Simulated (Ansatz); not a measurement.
```yaml
atoms:
  - { symbol: Ti, position_ang: [0.0000, 0.0000, 0.0000] }
  - { symbol: Cl, position_ang: [1.3436, 1.3436, 1.3436] }
  - { symbol: Cl, position_ang: [1.3436, -1.3436, -1.3436] }
  - { symbol: Cl, position_ang: [-1.3436, 1.3436, -1.3436] }
  - { symbol: Cl, position_ang: [-1.3436, -1.3436, 1.3436] }
```

Basis set: cc-pVDZ (spherical functions). Left uncorrelated: 25 orbitals. Charge 0, multiplicity 1.

Computed with Ansatz (development build ahead of 0.2.0); each method stands on the lowest determinant of its kind that the runs found. Restricted open shells among the atoms or ions are ROHF, correlated in semicanonical orbitals with singles.

Give the atomization energy at this shape (free ground-state atoms in the same class of orbitals less the molecule, no zero-point energy) of singlet TiCl4 by RHF-MP2, RHF.

```tsv
method	atomization energy
RHF-MP2	17.19 eV
RHF	10.30 eV
```

Caution: no unrestricted run beside it, a lower state can exist; other spin multiplicities were not run; the shape is not the minimum.
